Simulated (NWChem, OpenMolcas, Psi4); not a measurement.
**A ladder of methods for CH2NSn (SMILES N#[C][SnH2])**

CH2NSn has 5 atoms, charge 0, and is taken as a doublet. SMILES: `N#[C][SnH2]`. The shape is that of a PBE0-D4/def2-TZVP optimisation.

```xyz
5

N     0.8338   -1.5357    1.6656
C     0.5060   -0.8515    0.7960
Sn    0.0096    0.3311   -0.8863
H    -1.6485    0.0382   -1.1840
H     0.3490    1.9444   -0.4326
```

Quantity: the electronic atomisation energy, in eV. The values are calculated. Electronic energies at fixed atoms, without zero-point motion or spin-orbit coupling.

```
                               level                    kind     program  value (eV)  CPU time (all runs)
      UHF/def2-SVPD (core potential)            Hartree–Fock      NWChem       10.63                 82 s
 U-r2SCAN/def2-SVPD (core potential)                meta-GGA  OpenMolcas       16.61              2.1 min
   UM06-L/def2-SVPD (core potential)                meta-GGA  OpenMolcas       16.90              1.8 min
   UB3LYP/def2-SVPD (core potential)           global hybrid  OpenMolcas       16.67                 74 s
  UM06-2X/def2-SVPD (core potential)         hybrid meta-GGA        Psi4       16.54                 84 s
   UTPSSh/def2-SVPD (core potential)         hybrid meta-GGA        Psi4       16.75              2.8 min
U-wB97M-V/def2-SVPD (core potential)  range-separated hybrid        Psi4       16.99              3.2 min
     UMP2/def2-SVPD (core potential)     perturbation theory      NWChem       16.18              2.3 min
```

The values span 10.63 to 16.99 eV. In the correlated wave-function rows the outer d shell of Sn is correlated, in sets not made for it. CPU times are rough (shared hosts, several kinds of processor and program).
